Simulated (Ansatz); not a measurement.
A nudged elastic band was laid between two geometries of GaH5N2O + H2 (11 atoms, charge 0, multiplicity 1).

Level of theory: RKS revPBE-D4/def2-SVP (Ansatz).

| Quantity | Value |
| --- | --- |
| movable images | 4 |
| climbing image | no |
| spring | 5.0 eV/Å² |
| optimiser | quadratic models (default) |
| start path | through a guess of the saddle point |
| force threshold | 0.05 eV/Å |
| iteration limit | 60 |
| end points | relaxed |

First end point:

```xyz
11
Properties=species:S:1:pos:R:3
Ga -0.035 -0.244 -0.227
O 0.097 -0.067 1.582
H -0.777 0.022 2.001
N 1.566 -0.115 -1.119
H 1.663 -0.547 -2.041
H 2.412 -0.289 -0.568
N -1.685 -0.214 -1.056
H -2.479 -0.615 -0.547
H -1.728 -0.528 -2.031
H 0.065 3.110 1.996
H 0.141 2.350 1.906
```

Last end point:

```xyz
11
Properties=species:S:1:pos:R:3
Ga 0.192 0.880 -0.309
O -0.118 0.083 1.784
H -0.962 -0.188 1.274
N 1.587 -0.039 -1.119
H 1.558 -1.062 -1.071
H 2.538 0.261 -0.882
N -1.508 -0.028 -0.403
H -1.539 -0.841 -1.032
H -2.313 0.561 -0.648
H 0.209 2.439 -0.083
H -0.407 0.797 2.383
```

Question: What changes between the two ends?

Answer: Bonds broken: H10–H11. Bonds formed: Ga1–H10, O2–H11. GaH5N2O + H2 becomes GaH7N2O.

Question: What energy profile does the band end with?

Answer: The run converged. The highest image is number 2 of 0 to 5, 0.31 eV above the first end and 0.60 eV above the last; the last end lies 0.29 eV below the first. No image climbed, so the highest image needn't sit at the top of the path. A band with more images between the same ends climbed to 0.95 eV, so this one has probably stepped over the top. The orbitals stay closed-shell, which can raise the energy where a bond breaks towards radicals; this wasn't checked here.

| image | path coordinate (Å) | energy (eV) | H10–H11 (Å) | Ga1–H10 (Å) | O2–H11 (Å) |
| --- | --- | --- | --- | --- | --- |
| 0 | 0.00 | 0.00 | 0.77 | 4.02 | 2.44 |
| 1 | 1.17 | 0.02 | 0.77 | 3.33 | 2.43 |
| 2 | 2.33 | 0.31 | 0.79 | 2.35 | 1.99 |
| 3 | 3.50 | 0.31 | 1.73 | 1.64 | 1.00 |
| 4 | 4.66 | -0.08 | 2.46 | 1.58 | 0.98 |
| 5 | 5.83 | -0.29 | 3.03 | 1.58 | 0.98 |

Question: What is the geometry of the highest image?

Answer: 
```xyz
11
Properties=species:S:1:pos:R:3
Ga -0.016 0.058 -0.025
O 0.007 -0.153 1.816
H -0.901 -0.075 2.166
N 1.540 0.136 -1.033
H 1.658 -0.725 -1.584
H 2.413 0.278 -0.512
N -1.712 0.026 -0.772
H -2.264 -0.767 -0.426
H -1.780 0.036 -1.795
H 0.165 2.280 0.726
H 0.129 1.769 1.333
```

The band took 12 iterations and of the order of 3 core-minutes.

Time of the run: 58 s on 4 threads of Arm Neoverse V2, on a shared host, peak memory 0.13 GiB.
